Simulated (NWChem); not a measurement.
System: AlI₂ cation; SMILES [I][Al+][I]

The following NWChem deck was run.

```
start job
memory heap 200 mb stack 900 mb global 1100 mb
charge 1
geometry units angstroms noautoz
  Al     0.000000     0.000000     0.000000
  I      0.000000     0.000000     2.361331
  I      0.000000     0.000000    -2.361331
end
basis spherical
  Al library def2-svp
  I library def2-svp
end
ecp
  I library def2-ecp
end
dft
  xc pw6b95
  iterations 150
  mulliken
end
task dft energy
```

The geometry was optimised at PBE0/def2-SVP. def2 effective core potentials on I; no spin-orbit coupling.

Problem. Give the results of this calculation. (PW6B95/def2-SVP with def2 effective core potentials on I.) Quantities: energy (Ha); highest occupied level (eV); orbital gap (eV).

Solution. The energy (Ha) is -838.17 and the highest occupied level (eV) comes out as -13.37. The orbital gap (eV) comes out as 5.33.
